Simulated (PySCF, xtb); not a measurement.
Mg(F)(OMe) (CH₃FMgO), SMILES [Mg]([O]C)[F]. The values are those of a single conformer.

Harmonic wavenumbers (cm⁻¹) from xtb with GFN2-xTB at its own minimum, in rising order: 21, 62, 152, 255, 469, 634, 1072, 1132, 1134, 1397, 1435, 1472, 2875, 2879, 2897.

Task: What does r2SCAN-D4/def2-SVP run with PySCF give at its own minimum? (An estimate is asked for; the answer gives what the named calculation found.)

Result: 87, 87, 174, 174, 491, 836, 1185, 1185, 1282, 1475, 1475, 1480, 2948, 3021, 3021. Paired by order, the mean absolute difference is 80 cm⁻¹ and the zero-point energies are 25.6 and 27.0 kcal/mol.
